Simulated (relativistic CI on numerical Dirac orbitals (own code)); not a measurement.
## A ladder of approximations for the levels of K2+

Calculated with a relativistic CI code on KLI orbitals (one set per configuration, finite nucleus), adding one ingredient at a time: step 1, Dirac-Coulomb, each configuration alone; step 2, with Breit and QED terms; step 3, with configuration mixing; step 4, with scaled Slater integrals (0.85); step 5, with a P86 correlation estimate; step 6, tied to the ionisation limit. P86 is a density functional for the correlation energy, evaluated here for each configuration and added to its levels. Step 6 is semi-empirical: configurations made of the next ion and one excited electron move by -14232 cm⁻¹, so that their limit matches the tabulated ionisation energy, and those with a non-penetrating f or g electron also take the P86 value of the least penetrating other one.

Configurations in the expansion (outside the closed core [Ne]): 3s2 3p5, 3s 3p6, 3s2 3p4 3d, 3s2 3p4 4s, 3s2 3p4 4p, 3s2 3p4 5s, 3s 3p5 3d, 3s2 3p4 4d, 3s2 3p4 5p, 3s2 3p4 4f, 3s2 3p4 5d, 3s2 3p4 5f, 3s 3p5 4s, 3p6 3d, 3s2 3p3 3d2, 3s2 3p2 3d3, 3s2 3p2 3d2 4s, 3s2 3p2 3d2 4p, 3s2 3p2 3d2 5s, 3s 3p3 3d3, 3p5 3d2, 3p4 3d3, 3p4 3d2 4s, 3p4 3d2 4p, 3p4 3d2 5s.

Computed minus measured energy above the ground level, in cm⁻¹, for 13 of the 27 excited levels that pair in every step (one J of a term; a digit in brackets numbers repeated terms):

```csv
Configuration,Term,J,Measured,Step 1,Step 2,Step 3,Step 4,Step 5,Step 6
3s2 3p5,2P°,1/2,2165,107,28,-31,-22,-21,-22
3s 3p6,2S,1/2,130610,45913,45765,10029,15009,16034,10442
3s2 3p4 3d,2P,1/2,183878,-1477,-1585,13301,11719,13442,-651
3s2 3p4 3d,2D,3/2,190917,-1962,-2075,10916,8925,10655,-3389
3s2 3p4 3d,2F,5/2,201165,-8377,-8556,5535,2935,4655,-9418
3s2 3p4 4s,4P,5/2,207422,-5528,-5554,4466,3717,9302,-4700
3s2 3p4 4s,2P,3/2,212725,-4280,-4319,5515,3866,9449,-4553
3s2 3p4 4s,2D,5/2,225051,-1799,-1862,7958,4145,9793,-4209
3s2 3p4 4p,4P°,5/2,237512,-6840,-6897,1673,1711,7807,-6107
3s2 3p4 4p,4D°,7/2,240830,-6823,-6875,3043,2217,8312,-5689
3s2 3p4 4s,2S,1/2,241667,9169,9120,12708,6191,11485,-2073
3s2 3p4 4p,2D°,5/2,243121,-6260,-6332,3535,2407,8501,-5495
3s2 3p4 4p,2P°,1/2,245382,-6877,-6922,1762,534,6630,-7304
```

Mean absolute errors in cm⁻¹, over all paired levels and for the configurations:

```
Configuration, levels  Step 1  Step 2  Step 3  Step 4  Step 5  Step 6
              all, 27    7809    7857    6143    4521    8825    6071
           3s2 3p5, 1     107      28      31      22      21      22
            3s 3p6, 1   45913   45765   10029   15009   16034   10442
        3s2 3p4 3d, 7    8622    8681   10940    7819    9206    8573
        3s2 3p4 4s, 8    4703    4751    6639    4176    9741    4205
       3s2 3p4 4p, 10    6685    6757    2611    1890    7985    5981
```

Measured levels: Sansonetti, J. Phys. Chem. Ref. Data 37, 7 (2008).

The mean absolute error is lowest at step 4 (4521 cm⁻¹), and the largest single drop is from step 5 to 6 (8825 to 6071). The Breit and QED terms change the top of the ground term (measured 2165) from 2272 to 2193. Mixing lowers the ground level by 21627, with 3s2 3p3 3d2 as its largest admixture; relative to it the configurations that move most are 3s 3p6 by -35736, 3s2 3p4 4p by +9368, 3s2 3p4 4s by +9110. Configurations whose own partners of that kind are not in the list rise by much of that lowering, so a short list can trade one imbalance for another. The P86 estimate moves 3s2 3p4 4p by +6095, 3s2 3p4 4s by +5565, 3s2 3p4 3d by +1866, and takes the mean absolute error of the excited configurations from 4695 to 9164; it adds to levels that were already too high. Step 6 takes that error from 9164 to 6304; the error more than halves for 3s2 3p4 4s.
